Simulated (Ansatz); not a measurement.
System: AuH, net charge 0, singlet state. 
Geometry from a B3LYP-D3(BJ)/def2-TZVP (Ansatz, a program for electronic structure) optimisation:
```xyz
2

Au     0.0000     0.0000    -0.0193
H      0.0000     0.0000     1.5273
```
Charge 0, spin multiplicity 1.

Quantity: atomisation energy (electronic, to ground-state atoms), in kcal/mol. Valence correlation only, unless marked. UHF or UKS for open shells. No spin-orbit coupling. Frozen are the shells of the preceding noble gas and the d and f shells that filled before the atom's block. In def2 rows, elements after Kr have scalar-relativistic effective core potentials. The coupled-cluster limit lacks core correlation, which all-electron functionals hold. CBS marks a two-point X^-3 extrapolation of the correlation energy; Hartree-Fock from the larger set.

The T1 diagnostic of CCSD in the largest basis is 0.032, which is high, so the coupled-cluster rows are less sure than usual.

```json
[
 {"level": "PBE-D4/def2-TZVPD", "program": "Ansatz + dftd4", "atomisation energy (kcal/mol)": "73.0"},
 {"level": "revPBE-D3(BJ)/def2-TZVPD", "program": "Ansatz + dftd3", "atomisation energy (kcal/mol)": "70.8"},
 {"level": "revPBE-D4/def2-TZVPD", "program": "Ansatz + dftd4", "atomisation energy (kcal/mol)": "71.0"},
 {"level": "r2SCAN-D4/def2-TZVPD", "program": "Ansatz + dftd4", "atomisation energy (kcal/mol)": "[?]"},
 {"level": "B97M-V/def2-TZVPD", "program": "Ansatz", "atomisation energy (kcal/mol)": "69.5"},
 {"level": "PBE0-D3(BJ)/def2-TZVPD", "program": "Ansatz + dftd3", "atomisation energy (kcal/mol)": "68.2"},
 {"level": "PBE0-D4/def2-TZVPD", "program": "Ansatz + dftd4", "atomisation energy (kcal/mol)": "68.2"},
 {"level": "PBE0/def2-QZVPP", "program": "Ansatz", "atomisation energy (kcal/mol)": "[?]"},
 {"level": "HSE06-D3(BJ)/def2-TZVPD", "program": "Ansatz + dftd3", "atomisation energy (kcal/mol)": "68.3"},
 {"level": "CAM-B3LYP-D3(BJ)/def2-TZVPD", "program": "Ansatz + dftd3", "atomisation energy (kcal/mol)": "69.0"},
 {"level": "B2GP-PLYP-D4/def2-TZVPD", "program": "Ansatz + dftd4", "atomisation energy (kcal/mol)": "[?]"},
 {"level": "SCS-MP2/def2-TZVPP", "program": "Ansatz", "atomisation energy (kcal/mol)": "68.1"},
 {"level": "SCS-MP2/def2-TZVPPD", "program": "Ansatz", "atomisation energy (kcal/mol)": "69.0"},
 {"level": "SCS-MP2/def2-QZVPPD", "program": "Ansatz", "atomisation energy (kcal/mol)": "70.4"},
 {"level": "CCSD/def2-SVP", "program": "Ansatz", "atomisation energy (kcal/mol)": "[?]"},
 {"level": "CCSD/def2-QZVPP", "program": "Ansatz", "atomisation energy (kcal/mol)": "69.3"},
 {"level": "CCSD(T)/CBS(def2-TZVPPD,def2-QZVPPD)", "program": "Ansatz", "atomisation energy (kcal/mol)": "72.1"}
]
```

Q: Complete the blanks.

A: 
- r2SCAN-D4/def2-TZVPD, atomisation energy (kcal/mol): 74.3
- PBE0/def2-QZVPP, atomisation energy (kcal/mol): 69.2
- B2GP-PLYP-D4/def2-TZVPD, atomisation energy (kcal/mol): 67.7
- CCSD/def2-SVP, atomisation energy (kcal/mol): 64.2
